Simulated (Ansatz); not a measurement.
`S/C=C/c1ccc(/C=C/c2ccc(/C=C/c3ccc(/C=C/c4ccc(S)cc4)cc3)cc2)cc1` with charge +1. Total charge 1; doublet. Geometry PBE-D4/def2-SVP, that of the neutral singlet; atoms count from 1.

```xyz
60

S   -12.412   -1.737   -7.551
C   -10.777   -1.821   -6.906
C   -10.402   -1.175   -5.770
C    -9.086   -1.227   -5.139
C    -8.824   -0.395   -4.019
C    -7.584   -0.388   -3.384
C    -6.525   -1.219   -3.831
C    -5.205   -1.252   -3.216
C    -4.765   -0.489   -2.172
C    -3.442   -0.513   -1.566
C    -2.412   -1.409   -1.956
C    -1.159   -1.372   -1.349
C    -0.850   -0.442   -0.319
C     0.486   -0.439    0.258
C     0.968    0.414    1.209
C     2.313    0.436    1.766
C     3.328   -0.491    1.412
C     4.606   -0.402    1.959
C     4.955    0.614    2.889
C     6.317    0.668    3.405
C     6.836    1.600    4.256
C     8.203    1.666    4.760
C     8.579    2.735    5.611
C     9.875    2.858    6.116
C    10.858    1.901    5.786
S    12.484    2.114    6.456
C    10.502    0.824    4.942
C     9.204    0.713    4.443
C     3.936    1.531    3.254
C     2.658    1.441    2.708
C    -1.885    0.444    0.080
C    -3.138    0.405   -0.526
C    -6.793   -2.060   -4.944
C    -8.033   -2.068   -5.579
H   -12.144   -2.345   -8.739
H   -10.070   -2.453   -7.467
H   -11.145   -0.534   -5.263
H    -9.625    0.264   -3.649
H    -7.432    0.276   -2.520
H    -4.505   -1.974   -3.670
H    -5.460    0.245   -1.728
H    -2.599   -2.147   -2.749
H    -0.379   -2.079   -1.674
H     1.164   -1.208   -0.151
H     0.294    1.192    1.608
H     3.110   -1.295    0.693
H     5.374   -1.133    1.662
H     6.977   -0.138    3.040
H     6.178    2.411    4.612
H     7.825    3.494    5.876
H    10.131    3.705    6.770
H    13.034    1.012    5.876
H    11.253    0.065    4.673
H     8.964   -0.139    3.790
H     4.152    2.330    3.979
H     1.889    2.171    3.007
H    -1.700    1.176    0.880
H    -3.920    1.107   -0.196
H    -5.993   -2.723   -5.310
H    -8.190   -2.746   -6.431
```

Single mean-field runs in def2-SVP are fitted with def2-universal-jkfit.

Estimate the Mulliken populations of the heavy atoms from the PBE0/def2-SVP orbitals of Ansatz.


```json
{"atom": "S1", "charge (e)": "0.06", "spin (α − β)": "0.06"}
{"atom": "C2", "charge (e)": "-0.15", "spin (α − β)": "0.09"}
{"atom": "C3", "charge (e)": "0.03", "spin (α − β)": "-0.02"}
{"atom": "C4", "charge (e)": "0.02", "spin (α − β)": "0.08"}
{"atom": "C5", "charge (e)": "-0.03", "spin (α − β)": "-0.02"}
{"atom": "C6", "charge (e)": "-0.01", "spin (α − β)": "0.04"}
{"atom": "C7", "charge (e)": "0.01", "spin (α − β)": "0.01"}
{"atom": "C8", "charge (e)": "0.01", "spin (α − β)": "0.09"}
{"atom": "C9", "charge (e)": "0.00", "spin (α − β)": "0.02"}
{"atom": "C10", "charge (e)": "0.02", "spin (α − β)": "0.07"}
{"atom": "C11", "charge (e)": "-0.01", "spin (α − β)": "0.00"}
{"atom": "C12", "charge (e)": "-0.02", "spin (α − β)": "0.01"}
{"atom": "C13", "charge (e)": "0.02", "spin (α − β)": "0.05"}
{"atom": "C14", "charge (e)": "0.01", "spin (α − β)": "0.05"}
{"atom": "C15", "charge (e)": "0.01", "spin (α − β)": "0.07"}
{"atom": "C16", "charge (e)": "0.02", "spin (α − β)": "0.03"}
{"atom": "C17", "charge (e)": "-0.01", "spin (α − β)": "0.03"}
{"atom": "C18", "charge (e)": "-0.03", "spin (α − β)": "-0.01"}
{"atom": "C19", "charge (e)": "0.03", "spin (α − β)": "0.08"}
{"atom": "C20", "charge (e)": "-0.01", "spin (α − β)": "0.00"}
{"atom": "C21", "charge (e)": "0.02", "spin (α − β)": "0.10"}
{"atom": "C22", "charge (e)": "0.01", "spin (α − β)": "0.00"}
{"atom": "C23", "charge (e)": "-0.03", "spin (α − β)": "0.04"}
{"atom": "C24", "charge (e)": "0.02", "spin (α − β)": "-0.02"}
{"atom": "C25", "charge (e)": "-0.11", "spin (α − β)": "0.06"}
{"atom": "S26", "charge (e)": "0.07", "spin (α − β)": "0.05"}
{"atom": "C27", "charge (e)": "0.00", "spin (α − β)": "-0.02"}
{"atom": "C28", "charge (e)": "-0.02", "spin (α − β)": "0.04"}
{"atom": "C29", "charge (e)": "-0.01", "spin (α − β)": "-0.01"}
{"atom": "C30", "charge (e)": "-0.02", "spin (α − β)": "0.02"}
{"atom": "C31", "charge (e)": "-0.01", "spin (α − β)": "0.02"}
{"atom": "C32", "charge (e)": "-0.02", "spin (α − β)": "0.00"}
{"atom": "C33", "charge (e)": "-0.02", "spin (α − β)": "0.04"}
{"atom": "C34", "charge (e)": "-0.02", "spin (α − β)": "-0.02"}
```
Mulliken values depend strongly on the basis.

Where does the spin sit?

Summed by element: S 0.12, C 0.92, H -0.04, of 1 unpaired in all. Largest on single atoms: C21 0.10, C8 0.09, C2 0.09.

And the Mayer bond orders between heavy atoms (over 0.3)?

S1–C2 1.17 (1.76 Å); C2–C3 1.69 (1.36 Å); C3–C4 1.18 (1.46 Å); C4–C5 1.29 (1.42 Å); C4–C34 1.29 (1.42 Å); C5–C6 1.48 (1.39 Å); C6–C7 1.28 (1.42 Å); C7–C8 1.17 (1.46 Å); C7–C33 1.27 (1.42 Å); C8–C9 1.58 (1.37 Å); C9–C10 1.18 (1.46 Å); C10–C11 1.28 (1.42 Å); C10–C32 1.27 (1.42 Å); C11–C12 1.49 (1.39 Å); C12–C13 1.27 (1.42 Å); C13–C14 1.18 (1.46 Å); C13–C31 1.28 (1.42 Å); C14–C15 1.57 (1.37 Å); C15–C16 1.18 (1.46 Å); C16–C17 1.28 (1.42 Å); C16–C30 1.27 (1.42 Å); C17–C18 1.48 (1.39 Å); C18–C19 1.27 (1.42 Å); C19–C20 1.17 (1.46 Å); C19–C29 1.28 (1.42 Å); C20–C21 1.60 (1.36 Å); C21–C22 1.16 (1.46 Å); C22–C23 1.30 (1.42 Å); C22–C28 1.30 (1.42 Å); C23–C24 1.47 (1.40 Å); C24–C25 1.33 (1.41 Å); C25–S26 1.11 (1.77 Å); C25–C27 1.33 (1.41 Å); C27–C28 1.49 (1.39 Å); C29–C30 1.48 (1.39 Å); C31–C32 1.49 (1.39 Å); C33–C34 1.48 (1.39 Å).
